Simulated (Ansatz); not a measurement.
Reaction (isomerisation): `N=C(O)[CH2][SnH3]` → `C[N](C)[Sn][OH]`

Program: Ansatz. Geometries: PBE0-D4/def2-TZVP. ΔE: electronic, gas phase. CCSD(T)/CBS adds triple-zeta CCSD(T) − MP2 to the extrapolated MP2 energy (def2 sets, frozen cores). Functionals use def2-TZVPP. B3LYP here is the variant with VWN-RPA as its local correlation; programs differ in this. HSE06 is defined as in plane-wave codes. def2 core potentials past Kr. For Sn outer-core shells are correlated without core-valence functions, which leaves a few kJ/mol of doubt a bond. One conformer a species, not always the lowest.

```csv
level,ΔE (kcal/mol),difference from CCSD(T)/CBS
LDA (SPW92),-34.2,4.0
PBE-D4,-37.7,0.5
revPBE-D4,-38.6,-0.4
BLYP-D4,-42.7,-4.5
r2SCAN-D4,-35.3,2.9
B97M-V,-30.5,7.7
PBE0-D4,-34.5,3.7
B3LYP-D4,-39.7,-1.5
r2SCANh-D4,-34.6,3.6
r2SCAN0-D4,-33.5,4.7
HSE06-D4,-34.6,3.6
BHLYP-D4,-36.6,1.6
CAM-B3LYP-D4,-36.5,1.7
ωB97X-V,-33.1,5.1
ωB97M-V,-33.7,4.5
B2PLYP,-39.0,-0.8
PBE-QIDH,-34.0,4.2
revPBE,-37.0,1.2
BLYP,-41.6,-3.4
PBE0,-34.1,4.1
B3LYP,-38.9,-0.7
r2SCANh,-34.5,3.7
HSE06,-34.2,4.0
BHLYP,-35.9,2.3
CAM-B3LYP,-36.1,2.1
LC-ωPBE,-30.5,7.7
HF/def2-SVP,-26.5,11.7
MP2/def2-SVP,-31.4,6.8
CCSD/def2-SVP,-30.3,7.9
CCSD(T)/def2-SVP,-30.0,8.2
HF/def2-TZVPP,-28.4,9.8
MP2/def2-TZVPP,-38.6,-0.4
CCSD/def2-TZVPP,-33.3,4.9
CCSD(T)/def2-TZVPP,-33.5,4.7
HF/def2-QZVPP,-29.3,8.9
MP2/def2-QZVPP,-41.6,-3.4
SCS-MP2/def2-QZVPP,-40.5,-2.3
HF/CBS(def2),-29.4,8.8
MP2/CBS(def2),-43.3,-5.1
CCSD/CBS(def2),-38.0,0.2
CCSD(T)/CBS,-38.2,0
```

Largest T1 diagnostic among the species: 0.017.

From PBE to PBE0 (25 % exact exchange), in def2-TZVPP and without D4, ΔE moves by +3.1 kcal/mol. In def2-TZVPP, CCSD(T) changes the Hartree–Fock value by −5.1 kcal/mol (the triples alone add −0.2 kcal/mol) and MP2 by −10.2 kcal/mol.
